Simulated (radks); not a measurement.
The numbers below are computed, except where a source is named.
Species: Cs2+. Configuration: [Kr] 4d10 5s2 5p4 6d1 (not the ground configuration).

Code: a radial shooting solver on a logarithmic mesh with Libxc functionals. Model: Dirac Kohn-Sham, BLYP, spin-unpolarised, spherical densities, point nucleus; open shells are shared between the two j in proportion to 2j + 1.

Energy parts (hartree):
| part | energy |
|---|---|
| total | -7789.0424 |
| kinetic | 8295.6874 |
| electron-nucleus | -18893.7448 |
| Hartree | 3001.5888 |
| exchange-correlation | -192.5739 |

Orbitals (lengths in bohr, moments of r in powers of bohr; r(90%) holds 90 % of the orbital's charge):
\begin{tabular}{lrrrrr}
orbital & occ. & eigenvalue (hartree) & <r^4> & <r^2> & r(90%) \\ \hline
1s1/2 & 2 & -1315.703 & 2.245e-06 & 0.0009249 & 0.0470 \\
2s1/2 & 2 & -207.0758 & 0.0003767 & 0.01477 & 0.173 \\
2p1/2 & 2 & -194.8749 & 0.0002391 & 0.01088 & 0.154 \\
2p3/2 & 4 & -181.9227 & 0.0002912 & 0.01216 & 0.162 \\
3s1/2 & 2 & -43.76161 & 0.01585 & 0.1021 & 0.439 \\
3p1/2 & 2 & -38.66524 & 0.01496 & 0.09688 & 0.434 \\
3p3/2 & 4 & -36.18362 & 0.01740 & 0.1047 & 0.451 \\
3d3/2 & 4 & -27.22585 & 0.01380 & 0.08710 & 0.426 \\
3d5/2 & 6 & -26.69889 & 0.01447 & 0.08935 & 0.431 \\
4s1/2 & 2 & -8.98158 & 0.4338 & 0.5445 & 1.000 \\
4p1/2 & 2 & -7.15239 & 0.5255 & 0.5903 & 1.05 \\
4p3/2 & 4 & -6.64431 & 0.6103 & 0.6361 & 1.09 \\
4d3/2 & 4 & -3.66879 & 1.056 & 0.7984 & 1.25 \\
4d5/2 & 6 & -3.58426 & 1.110 & 0.8181 & 1.27 \\
5s1/2 & 2 & -1.79749 & 14.36 & 3.141 & 2.40 \\
5p1/2 & 1.33333 & -1.31847 & 23.45 & 3.967 & 2.72 \\
5p3/2 & 2.66667 & -1.24558 & 27.15 & 4.272 & 2.82 \\
6d3/2 & 0.4 & -0.26600 & 2646 & 44.04 & 8.80 \\
6d5/2 & 0.6 & -0.26443 & 2698 & 44.47 & 8.84 \\
\end{tabular}

The highest occupied level is 6d5/2 at -7.196 eV. The density falls to 0.001 e/bohr^3 at r = 3.66 bohr.
